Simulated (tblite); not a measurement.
C2H2F, charge -1, singlet, geometry from GFN2-xTB; GFN1-xTB in tblite.

tblite was given this input:
```
$ tblite run mol.xyz --method gfn1 --charge -1 --spin 0 --guess eeq --json tblite.json --no-restart

# file mol.xyz
5

C      0.02235176     0.64734323    -0.01980650
C      1.14806260    -0.07296494    -0.02704209
F     -1.15423518    -0.30467257     0.03842180
H      1.26753555    -1.17115514     0.00255423
H      2.09809485     0.46693855    -0.06725891
```

Output, abridged:

```
xTB calculator
 | screened Coulomb repulsion
 | Coulomb electrostatics
 |  * isotropic Klopman-Ohno-Mataga-Nishimoto electrostatics
 |  * onsite third-order electrostatics
 | DFT-D3(BJ) dispersion correction

halogen bonding energy    0.0000000000000E+00 Eh
repulsion energy          7.7949229952914E-02 Eh
dispersion energy        -7.5123006745043E-04 Eh
number of electrons       1.8000000000000E+01 e
integral cutoff           1.9731147476801E+01 bohr

------------------------------------------------------------
  cycle        total energy    energy error   density error
------------------------------------------------------------
      1     -10.54002629260  -1.0617224E+01   5.7177782E-01
      2     -10.54215000897  -2.1237164E-03   3.4262697E-01
      3     -10.54240776620  -2.5775723E-04   2.9969825E-02
      4     -10.54254506233  -1.3729613E-04   1.1633996E-02
      5     -10.54256946058  -2.4398256E-05   5.1364066E-04
      6     -10.54256960687  -1.4628833E-07   1.6642023E-04
      7     -10.54256961410  -7.2260526E-09   1.3504507E-05
------------------------------------------------------------

electronic energy        -1.0619767613984E+01 Eh
total energy             -1.0542569614098E+01 Eh

Post processing:
 | Mayer-Wiberg bond orders

[Info] JSON dump of results written to 'tblite.json'
```
